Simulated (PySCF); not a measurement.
Mn(OH) (HMnO), SMILES [Mn][OH] (connectivity only; charge and spin as stated), neutral, multiplicity 7.

The structure is a stationary point at B3LYP-D3(BJ)/def2-TZVP. The geometry has at least one imaginary mode, so it is a saddle point at that level. The multiplicity is an assumed one; other spin states were not compared.

Two levels are set side by side: PBE/def2-TZVPD (PySCF) and r2SCAN/def2-TZVPD (PySCF). Same geometry, gas phase. Differences are taken from unrounded values.

```tsv
quantity	r2SCAN	PBE	PBE minus r2SCAN
α-spin orbital gap (eV)	3.78	3.23	-0.54
β-spin orbital gap (eV)	4.85	3.71	-1.14
dipole moment (D)	0.11	0.15	0.03
mean polarisability (bohr³)	53.6	58.0	4.4
```

Rough cost on one machine, each run with all the roots and properties that it gave: r2SCAN against PBE within a factor of 2.
